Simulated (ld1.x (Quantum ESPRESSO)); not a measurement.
# u(r) = r·R(r): atom against pseudo-atom (C)

Columns: radius, all-electron u(r) and pseudo u(r) of the 2p shell (level -5.29 eV) of carbon in the configuration [He] 2s2 2p2; PBE, scalar-relativistic, PAW scheme, ld1.x (Quantum ESPRESSO) 7.5.

```
r (bohr)  all-electron  pseudo
   0.115        0.0600  0.0101
   0.230        0.1776  0.0399
   0.345        0.3027  0.0871
   0.460        0.4153  0.1485
   0.575        0.5085  0.2199
   0.690        0.5819  0.2967
   0.805        0.6371  0.3740
   0.920        0.6751  0.4471
   1.035        0.6978  0.5120
   1.150        0.7078  0.5655
   1.265        0.7076  0.6058
   1.380        0.6993  0.6320
   1.495        0.6847  0.6444
   1.610        0.6656  0.6442
   1.725        0.6432  0.6338
   1.840        0.6184  0.6154
   1.955        0.5922  0.5918
   2.070        0.5652  0.5653
   2.185        0.5379  0.5379
   2.300        0.5107  0.5107
   2.415        0.4839  0.4839
   2.530        0.4577  0.4577
   2.645        0.4323  0.4323
   2.760        0.4078  0.4078
   2.875        0.3843  0.3843
   2.990        0.3618  0.3618
```

Q: How many radial nodes do the two functions have?

A: The all-electron 2p function has n − l − 1 = 0; the pseudo-wave has 0.

Q: At about which radius was the pseudo-wave matched?

A: 2.30 bohr. The columns agree to 0.0005 from 1.96 bohr on; several derivatives are matched, so the curves merge somewhat inside the radius.

Q: Is the pseudo-wave norm-conserving?

A: No, it belongs to a PAW set: the norm inside the radius is not constrained, and the difference is carried by the augmentation charge.
